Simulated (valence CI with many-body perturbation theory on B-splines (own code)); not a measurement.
Hyperfine factors and g values of Se XXII

Computed by relativistic CI+MBPT: three valence electrons over a frozen Dirac-Fock core [Ne], a basis of 11 s, 11 p, 10 d, 8 f, 5 g, 2 h functions for each j, with the one-electron correlation potential Σ1, the two-electron term Σ2, the three-electron term Σ3, Breit, model QED; selected CI, second order for the rest, scaled by the run's own slope (own B-spline code, finite nucleus).

No measured levels were compared; by estimate levels of excited configurations hold to 0.05 to 0.15 % of their energy, terms of the ground configuration to about 0.5 %.

A/g_I is the dipole constant over the nuclear g factor μ/I (μ in nuclear magnetons, uniformly magnetised nucleus), B/Q the quadrupole constant per barn. Both hold the static response of the core; the bare values leave it out. Large factors of s and p1/2 electrons are usually good to 5 to 10 %; those of open d and f shells near neutrality can be off by tens of per cent, and small factors of p3/2, d and f electrons come from cancelling terms and can be off by a factor of two or in sign, in half-filled shells by more. B is blank for J = 1/2, where it vanishes, and for nearly pure S terms. Energies count from the lowest level.

Names give the largest LS component (configuration and term), which can be under half, so a name can repeat, a term be missing and a line seem to break the LS rules; names also repeat where a configuration has a term twice. Letters in brackets count levels of one name in rising energy.

| Level | E (cm⁻¹) | g | A/g_I (MHz) | A/g_I bare | B/Q (MHz/b) | B/Q bare |
| --- | --- | --- | --- | --- | --- | --- |
| 3s2.3p 2P°_1/2 | 0 | 0.663 | 73300 | 70300 |  |  |
| 3s2.3p 2P°_3/2 | 73654 | 1.332 | 14000 | 13800 | 24800 | 24100 |
| 3s.3p2 4P_1/2 | 371510 | 2.616 | 157000 | 152000 |  |  |
| 3s.3p2 4P_3/2 | 408770 | 1.721 | 61600 | 59800 | 20200 | 19600 |
| 3s.3p2 4P_5/2 | 438790 | 1.543 | 65700 | 63600 | -16300 | -15700 |
| 3s.3p2 2D_3/2 | 514170 | 0.827 | -8690 | -7980 | 29600 | 28700 |
| 3s.3p2 2D_5/2 | 534550 | 1.254 | 58500 | 56300 | 35900 | 34800 |
| 3s.3p2 2P_1/2 | 592370 | 1.270 | 70200 | 67300 |  |  |
| 3s.3p2 2S_1/2 | 665740 | 1.446 | 184000 | 175000 |  |  |
| 3s.3p2 2P_3/2 | 677300 | 1.305 | -16200 | -14500 | -23400 | -22600 |
| 3s2.3d 2D_3/2 | 759900 | 0.807 | 1120 | 1590 | 7450 | 7510 |
| 3s2.3d 2D_5/2 | 769890 | 1.199 | 10400 | 10400 | 10400 | 10500 |
| 3p3 2D°_3/2 | 945590 | 1.132 | 6840 | 7130 | 17500 | 17000 |
| 3p3 2D°_5/2 | 978320 | 1.196 | 29100 | 28500 | -8400 | -8030 |
| 3p3 4S°_3/2 | 987560 | 1.629 | -5080 | -3250 | -5910 | -5700 |
| 3s.3p.3d 4F°_3/2 | 1032000 | 0.437 | -22600 | -21500 | 10900 | 10800 |
| 3s.3p.3d 4F°_5/2 | 1047300 | 1.041 | 23500 | 23000 | 6900 | 6970 |
| 3s.3p.3d 4F°_7/2 | 1070700 | 1.246 | 35000 | 34000 | 9270 | 9370 |
| 3p3 2P°_1/2 | 1073100 | 0.663 | 64200 | 61100 |  |  |
| 3p3 2P°_3/2 | 1100800 | 1.341 | 12200 | 12600 | -9660 | -9330 |
| 3s.3p.3d 4P°_5/2 | 1107700 | 1.477 | 39100 | 38100 | 9400 | 9410 |
| 3s.3p.3d 4F°_9/2 | 1109300 | 1.332 | 33000 | 32200 | 30400 | 29900 |
| 3s.3p.3d 4D°_3/2 | 1114500 | 1.345 | 20500 | 20500 | 3370 | 3310 |
| 3s.3p.3d 4D°_1/2 | 1114900 | 0.249 | -77400 | -73800 |  |  |
| 3s.3p.3d 4D°_7/2 | 1158400 | 1.412 | 39400 | 38400 | -10700 | -10200 |
| 3s.3p.3d 4D°_5/2 | 1159200 | 1.357 | 36800 | 36000 | -6660 | -6540 |
| 3s.3p.3d 4P°_3/2 | 1161700 | 1.473 | 38700 | 37900 | -6780 | -6780 |
| 3s.3p.3d 4P°_1/2 | 1161800 | 2.425 | 128000 | 124000 |  |  |
| 3s.3p.3d 2F°_5/2 [a] | 1175400 | 1.137 | 32300 | 31400 | -1570 | -1240 |
| 3s.3p.3d 2D°_3/2 | 1176100 | 0.910 | -13400 | -12400 | -10700 | -10200 |
| 3s.3p.3d 2F°_5/2 [b] | 1199400 | 1.042 | 33900 | 32700 | 9250 | 9230 |
| 3s.3p.3d 2F°_7/2 [a] | 1248900 | 1.141 | 3670 | 4090 | 30200 | 29700 |
| 3s.3p.3d 2P°_3/2 [a] | 1286200 | 1.190 | 15400 | 15300 | 3520 | 3600 |
| 3s.3p.3d 2F°_7/2 [b] | 1321200 | 1.147 | 31900 | 30900 | 29100 | 28600 |
| 3s.3p.3d 2P°_1/2 [a] | 1323900 | 0.660 | -74100 | -70500 |  |  |
| 3s.3p.3d 2F°_5/2 [c] | 1327700 | 0.877 | -14000 | -13000 | 24800 | 24400 |
| 3s.3p.3d 2P°_1/2 [b] | 1351200 | 0.659 | 26200 | 25400 |  |  |
| 3s.3p.3d 2P°_3/2 [b] | 1359300 | 1.069 | 47700 | 45800 | -2770 | -2460 |
| 3s.3p.3d 2D°_5/2 | 1365200 | 1.174 | -10100 | -8890 | -16300 | -15600 |
| 3s.3p.3d 2P°_3/2 [c] | 1366900 | 1.191 | 157 | 951 | -10500 | -10100 |

Question: Take the isotope of mass number 79, with I = 7/2, μ = -1.018 μN and Q = 0.8 b. What is the hyperfine structure of 3s.3p2 4P_3/2?

Answer: From the table A = -17900 MHz, B = 16200 MHz. Shifts from the centre of gravity in MHz: F = 2: 130000, F = 3: 64200, F = 4: -12000, F = 5: -89900.
